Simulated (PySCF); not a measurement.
1-fluorocyclopropane-1-carbaldehyde (C₄H₅FO), SMILES O=CC1(F)CC1. Geometry: B3LYP-D3(BJ)/def2-SVP. Other conformers were not sampled.

Method: B3LYP-D3(BJ)/def2-SVP (PySCF 2.14.0).

Harmonic wavenumbers (cm⁻¹): 133, 234, 287, 379, 427, 586, 726, 779, 847, 931, 945, 1019, 1047, 1058, 1080, 1186, 1283, 1329, 1408, 1408, 1467, 1840, 2913, 3132, 3132, 3234, 3242. Rotational constants (GHz): 5.527, 3.393, 2.523; symmetry number 1.

**Question.** Work out the zero-point energy and the ideal-gas rigid-rotor harmonic-oscillator thermochemistry at 298.15 K and 1 atm.

**Answer.** ZPE = ½ Σ hcν = ½ × 36052 cm⁻¹ = 215.64 kJ/mol. H − E(el) = 233.25 kJ/mol. Entropy in J/(mol K): translation 164.60, rotation 110.13, vibration 41.78, total 316.51. G − E(el) = 138.88 kJ/mol. Cp = 93.73 J/(mol K). Modes under 150 cm⁻¹ make the vibrational entropy uncertain.
